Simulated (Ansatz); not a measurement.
Two isomers of BClFH3OSi: A = `O[SiH2]B(F)Cl`, B = `B[Si](O)(F)Cl`.

Isolated molecules relaxed with PBE0-D4/def2-TZVP in Ansatz; ΔE leaves out vibrations. CCSD(T)/CBS adds triple-zeta CCSD(T) − MP2 to the extrapolated MP2 energy (def2 sets, frozen cores). Functionals use def2-TZVPP. B3LYP here is the variant with VWN-RPA as its local correlation; programs differ in this. Each species was taken in one conformer, which may not be the lowest.

A:

Z-matrix (Å, degrees):
```
Si
B 1 2.032
O 1 1.647 2 110.3
H 1 1.484 2 111.0 3 119.4
H 1 1.491 2 107.8 3 -122.3
Cl 2 1.763 1 119.7 3 11.0
F 2 1.315 1 123.5 3 -170.2
H 3 0.959 1 116.8 2 -24.8
```

B:

Z-matrix (Å, degrees):
```
Si
O 1 1.624
F 1 1.594 2 108.7
B 1 1.994 2 112.3 3 128.0
Cl 1 2.059 2 111.3 3 -115.6
H 2 0.960 1 119.5 3 51.1
H 4 1.193 1 120.7 2 -150.9
H 4 1.193 1 120.1 2 33.8
```

Which is lower in electronic energy at CCSD(T)/CBS, and by how much? (An estimate is asked.)

Ansatz gave: B, by 27.6 kJ/mol.

Give E(B) − E(A) in kJ/mol with HF/def2-TZVPP, PBE0-D4, PBE-D4, MP2/def2-TZVPP, CCSD/def2-TZVPP, CCSD(T)/def2-SVP, B3LYP-D4. (Estimate.)

The calculation gave: HF/def2-TZVPP -39.5, PBE0-D4 -15.2, PBE-D4 -6.2, MP2/def2-TZVPP -25.3, CCSD/def2-TZVPP -25.6, CCSD(T)/def2-SVP 20.5, B3LYP-D4 -20.8. The order is the other way round with CCSD(T)/def2-SVP.

Does the order hold for the free energy at 298.15 K (harmonic terms from PBE0-D4)? (Best estimate.)

The calculation gave: Yes: G(B) − G(A) = -23.8 kJ/mol, for one conformer each. Modes under 60 cm⁻¹, often nearly free rotors, make the harmonic entropy too high.

Largest T1 diagnostic: 0.013.

From r2SCAN to r2SCAN0 (25 % exact exchange), in def2-TZVPP and without D4, E(B) − E(A) moves by −4.5 kJ/mol. Leaving LDA and LC-ωPBE aside and taking each functional with its dispersion term where it has one, the values, not all of them listed here, spread over 24.3 kJ/mol, from BHLYP-D4 to PBE-D4. LDA lies +8.0 kJ/mol from PBE without D4.
